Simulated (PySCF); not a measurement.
**HGa(OH), doublet: structure and spectrum**

All numbers come from UPBE0 in PySCF with Ga def2-TZVP, H def2-TZVP, O def2-TZVP; no relativity; density-fitted integrals.

The structure is a minimum.

```
Point group                                                                   : Cs
Bond lengths                                                                  : Ga–H 1.600 Å, Ga–O 1.798 Å, O–H 0.959 Å
Bond angles                                                                   : Ga–O–H 115.6°, H–Ga–O 113.8°
Highest occupied level (α)                                                    : -5.89 eV
Enthalpy at 298.15 K above 0 K                                                : 11.79 kJ/mol
Heat capacity Cp at 298.15 K                                                  : 51.0 J/(mol K)
Zero-point energy                                                             : 48.3 kJ/mol
Dipole moment                                                                 : 1.61 D
Principal quadrupole moments (Buckingham, traceless) about the centre of mass : -5.39, 2.35, 3.04 D Å
Spin squared ⟨S²⟩                                                             : 0.754
Atomisation energy without zero-point energy                                  : 1018 kJ/mol
Rotational symmetry number                                                    : 1
Entropy at 298.15 K and 1 bar (electronic part: spin only)                    : 263.8 J/(mol K)
Lowest empty level (β)                                                        : -2.64 eV
Rotational constants                                                          : 6.259, 0.3611, 0.3414 cm⁻¹
Principal polarisabilities                                                    : 32.8, 35.4, 44.6 bohr³
```

Harmonic modes (masses in u: Ga 68.926, H 1.008, O 15.995):
| symmetry | ω (cm⁻¹) | IR (km/mol) | μ (u) |
| --- | --- | --- | --- |
| a'' | 422 | 54.5 | 1.06 |
| a' | 512 | 29.4 | 1.05 |
| a' | 667 | 105 | 15.19 |
| a' | 791 | 129 | 1.10 |
| a' | 1779 | 168 | 1.02 |
| a' | 3905 | 72.3 | 1.07 |

Charges (e):
| atom | Mulliken | Löwdin | polar tensor | spin (Mulliken) | Mayer order to Ga1 |
| --- | --- | --- | --- | --- | --- |
| Ga1 | 0.29 | 0.16 | 0.70 | 0.71 | – |
| H2 | -0.06 | -0.08 | -0.21 | 0.22 | 0.89 |
| O3 | -0.55 | -0.23 | -0.75 | 0.08 | 1.09 |
| H4 | 0.31 | 0.15 | 0.26 | -0.01 | 0.02 |
Other Mayer orders above 0.3: O–H 0.89.

Mulliken populations on Ga1: s 7.43, p 13.11, d 10.13, f 0.04.

Only a few start shapes were tried, so a lower isomer may exist.

The final relaxation and frequency run took 57 s on 4 threads of a shared Intel Xeon Platinum 8259CL @ 2.50GHz (Skylake/Cascade Lake) host, with 91 basis functions and 18 gradients; the process peaked at 1.1 GiB. Launch command: `OMP_NUM_THREADS=4 python axn.py task.json out`.
